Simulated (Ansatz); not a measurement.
Computed with Ansatz on PBE0-D4/def2-TZVP structures; ΔE is electronic, products minus reactants. CBS: MP2 limit from def2 TZ/QZ plus the TZ coupled-cluster correction, frozen cores. This one scheme is used for every species. Each species was taken in one conformer, which may not be the lowest.

Reaction (ligand exchange at the Si–C bond): `C=C(F)[SiH2]O` + CH₃SH → `CS[SiH2]O` + `C=CF`

```csv
species,CCSD(T)/CBS(def2) energy (Eh)
`C=C(F)[SiH2]O`,-543.17265
CH₃SH,-438.22835
`CS[SiH2]O`,-803.76359
`C=CF`,-177.66469
```

Work out ΔE.

ΔE = (-803.76359) + (-177.66469) − (-543.17265) − (-438.22835) = -0.02728 Eh = -0.74 eV.

Largest T1 diagnostic among the species: 0.012.
